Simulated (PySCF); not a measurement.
Strontium: a sound run and one with changed settings

Sound run: Sr [Kr] 5s2, Sr⁺ [Kr] 5s1. Computed with PySCF 2.14 in cc-pVDZ-X2C (6s5p3d, 36 functions), with the spin-free X2C one-electron Hamiltonian (Gaussian nucleus). The sound run starts from symmetry-adapted Hartree-Fock orbitals and uses a fine grid where one is needed.

Changed run: initial guess minao, at most 3 SCF cycles. This setting is unsound on purpose.

| species | method | sound run (hartree) | changed run (hartree) | converged |
| --- | --- | --- | --- | --- |
| Sr | UHF | -3177.34482 | -3177.34482 | no |
| Sr | LDA | -3175.09491 | -3175.09491 | no |
| Sr | B3LYP | -3179.31128 | -3179.31128 | no |
| Sr⁺ | UHF | -3177.17020 | -3177.17014 | no |
| Sr⁺ | LDA | -3174.87785 | -3174.87785 | no |
| Sr⁺ | B3LYP | -3179.09822 | -3179.09822 | no |

The SCF was stopped early; the energies are upper bounds that still move, and correlated levels were skipped or rest on poor orbitals.
